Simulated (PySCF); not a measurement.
# Broadened absorption spectrum of C8H12O2

Compound: C8H12O2.
SMILES: `C=C1CCC[C@H](C(=O)O)C1`

Computed with TDDFT B3LYP/def2-SVPD, vertical, gas phase, core orbitals frozen in the response in PySCF. The structure is a single PBE0-D3(BJ)/def2-SVP conformer in the gas phase; no vibrational or solvent corrections.

Broadening: Gaussians 0.5 eV wide at half height, area fixed by f = 4.319×10⁻⁹ ∫ε dν̃. The cross-section is σ = 3.8235×10⁻²¹ ε cm², given in Mb (10⁻¹⁸ cm²). The width is an assumption, not a result. The curve ends short of the highest state used, and states not computed would add to its high-energy end.

λ (nm), σ (Mb) and a bar:
```
    178.4      46.29 #########################
    180.4      52.56 #############################
    182.4      54.67 ##############################
    184.4      52.45 #############################
    186.4      47.21 ##########################
    188.4      40.83 ######################
    190.4      34.79 ###################
    192.4      29.69 ################
    194.4      25.47 ##############
    196.4      21.86 ############
    198.4      18.63 ##########
    200.4      15.71 #########
    202.4      13.08 #######
    204.4      10.78 ######
    206.4       8.78 #####
    208.4       7.06 ####
    210.4       5.60 ###
    212.4       4.38 ##
    214.4       3.38 ##
    216.4       2.58 #
    218.4       1.95 #
    220.4       1.46 #
    222.5       1.06 #
    224.5       0.77 
    226.5       0.54 
    228.5       0.38 
    230.5       0.25 
    232.5       0.17 
    234.5       0.11 
    236.5       0.06 
    238.5       0.04 
    240.5       0.02 
    242.5       0.01 
    244.5       0.01 
    246.5       0.00 
    248.5       0.00
```

Problem. Locate the maxima and give the states behind the curve.

Solution. 182 nm (6.80 eV), ε about 14000, made up of S5 (77%) (ε in L mol⁻¹ cm⁻¹; maxima over ε = 5, shares over 10%). The states used: S1 5.74 eV (f 0.0047); S2 6.08 eV (f 0.028); S3 6.41 eV (f 0.082); S4 6.76 eV (f 0.021); S5 6.80 eV (f 0.203); S6 7.00 eV (f 0.036); S7 7.19 eV (f 0.0041); S8 7.25 eV (f 0.017); S9 7.51 eV (f 0.053); S10 7.55 eV (f 0.069).

Problem. What would ε be at 6.80 eV, the highest of these maxima, with half the width (0.25 eV)?

Solution. About 24700 L mol⁻¹ cm⁻¹ against 14300, a factor of about 1.7; a lone state at its own centre would give exactly 2.

Problem. On this curve, what absorbance would a 10⁻³ mol/L sample give at 193 nm over a 1 cm path?

Solution. 193 nm is 6.424 eV, where ε is about 7400 L mol⁻¹ cm⁻¹, so A = ε c l ≈ 7.4 (Beer–Lambert, with the gas-phase spectrum and the assumed width).

Problem. Coming from long wavelengths, where does ε first pass 100 L mol⁻¹ cm⁻¹?

Solution. At about 228 nm (5.43 eV), 0.31 eV below S1.

All these states lie below the vertical ionisation energy of 9.02 eV (ΔSCF).
